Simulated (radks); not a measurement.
Problem. The mean radii <r> (bohr) of the occupied orbitals of an atom or ion are listed with their occupations. All-electron calculation, scalar-relativistic Kohn-Sham, PBE, spin-polarised, spherical densities, finite nucleus; Fermi nuclear charge, rms radius of each element as measured or else 0.836 A^(1/3) + 0.57 fm. Program: a radial shooting solver on a logarithmic mesh with Libxc functionals.

orbital  occ.      <r>
1s up       1  0.02842
1s down     1  0.02842
2s up       1   0.1226
2s down     1   0.1226
2p up       3   0.1071
2p down     3   0.1071
3s up       1   0.3305
3s down     1   0.3305
3p up       3   0.3288
3p down     3   0.3288
3d up       5   0.3054
3d down     5   0.3054
4s up       1   0.7908
4s down     1   0.7908
4p up       3   0.8525
4p down     3   0.8519
4d up       5    1.031
4d down     5    1.025
5s up       1    2.164
5s down     1    2.150
5p up       2    2.653

Name the element and its charge. Open shells, if any, are filled with parallel spins first.

Solution. Z = 51, antimony, charge +1: Sb+ in [Kr] 4d10 5s2 5p2. The 1s radius gives Z: for a bare nucleus <r> = (2 gamma + 1)/(2Z) with gamma = sqrt(1 - (Z/c)^2), 0.028 bohr for Z = 51, and screening makes it slightly larger (0.02842 here). The occupations add up to 50, and the charge is Z minus that.
